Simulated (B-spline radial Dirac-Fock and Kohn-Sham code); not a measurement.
**What relativity does to the binding energies of Hf⁵⁹⁺**

System: the Hf⁵⁹⁺ ion, configuration [Ne] 3s2 3p1.

Both columns are ΔSCF binding energies of the configuration average from a B-spline atomic structure program: non-relativistic Hartree-Fock with a point nucleus, and Dirac-Fock with a finite nucleus and the Coulomb interaction alone, averaged over the two j levels with weights 2j+1.

```
shell  Hartree-Fock (eV)  Dirac-Fock (eV)  shift (eV)  shift (%)
   1s            65404.7          70536.2    +5131.54      +7.85
   2s            14473.8          15920.4    +1446.68     +10.00
   2p            14080.1          14615.2     +535.06      +3.80
   3s             5988.0           6439.5     +451.45      +7.54
   3p             5870.2           6077.0     +206.74      +3.52
```

Relativity binds 1s, 2s, 2p, 3s, 3p more strongly, among those listed most of all 2s in relative terms.

Values without a named source are computed, but for edge energies of neutral atoms, which are taken from tables.
